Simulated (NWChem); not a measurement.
System: CH$_{5}$AlFN; SMILES [CH3][Al]([NH2])[F]

```xyz
9

Al     0.0103     0.0291     0.1211
F      1.5657     0.5181     0.4906
C     -0.4053    -1.8626     0.0123
H     -1.4610    -2.0504    -0.2384
H     -0.1912    -2.3671     0.9689
H      0.2159    -2.3576    -0.7522
N     -1.1563     1.3269    -0.1464
H     -2.1342     1.1961    -0.3777
H     -0.9428     2.3164    -0.0902
```
Atoms are numbered in this order, from 1.

All runs: NWChem. Pople sets run with spherical d functions. Coordinates come from a PBE0/def2-SVP optimisation. Atomic charges in e: unrestrained fits to the electrostatic potential beside Mulliken populations; buried atoms are poorly determined by the fit.

Question: Predict the results for Hartree-Fock/6-31G*. Quantities: ESP Al1; Mulliken Al1; ESP F2; Mulliken F2; ESP C3; Mulliken C3; ESP N7; Mulliken N7; relative RMS misfit of the potential (%).

Answer: The ESP Al1 is 1.30, the Mulliken Al1 comes out as 1.25 and the ESP F2 comes out as -0.53. The Mulliken F2 comes out as -0.61 and the ESP C3 is -0.71. The Mulliken C3 comes out as -0.83. The ESP N7 is -1.28. The Mulliken N7 is -1.10 and the relative RMS misfit of the potential (%) comes out as 22.
